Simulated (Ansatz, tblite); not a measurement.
Forces on the cluster S₇⁻ at its r2SCAN-D4/def2-SVPD geometry. The state is a doublet with charge -1.

The xTB rows come from tblite. Another isomer (doublet) lies 0.39 eV lower at PBE0-D4/def2-TZVPD; other spin states weren't run for this one.

GFN1-xTB (tblite), largest force 1.44 eV/Å:

```xyz
7
positions Å, forces eV/Å
S     0.705   -0.058   -1.103   -0.078   -0.173    0.815
S    -0.538    1.907    1.270    0.069   -0.680    0.216
S    -2.014   -1.118    0.484    0.511    0.226    0.452
S    -0.916   -0.065    1.973   -0.255    0.347   -0.863
S     1.278    1.984    0.352   -0.639   -1.114   -0.660
S     2.223   -0.499   -2.255   -0.162    0.062    0.065
S    -0.738   -2.151   -0.722    0.554    1.332   -0.025
```

GFN2-xTB (tblite), largest force 1.11 eV/Å:

```
S 0.886 -0.361 -0.273
S 0.520 -0.579 -0.048
S 0.773 -0.060 0.087
S -0.237 0.301 -0.717
S -0.856 -0.452 -0.004
S -0.880 0.270 0.613
S -0.206 0.881 0.342
```

PBE-D4/def2-TZVPD (Ansatz), largest force 0.37 eV/Å:

```
S 0.156 -0.075 -0.002
S 0.228 -0.241 0.040
S 0.318 -0.058 0.088
S -0.191 0.163 -0.269
S -0.303 -0.161 -0.043
S -0.144 0.043 0.102
S -0.064 0.329 0.084
```
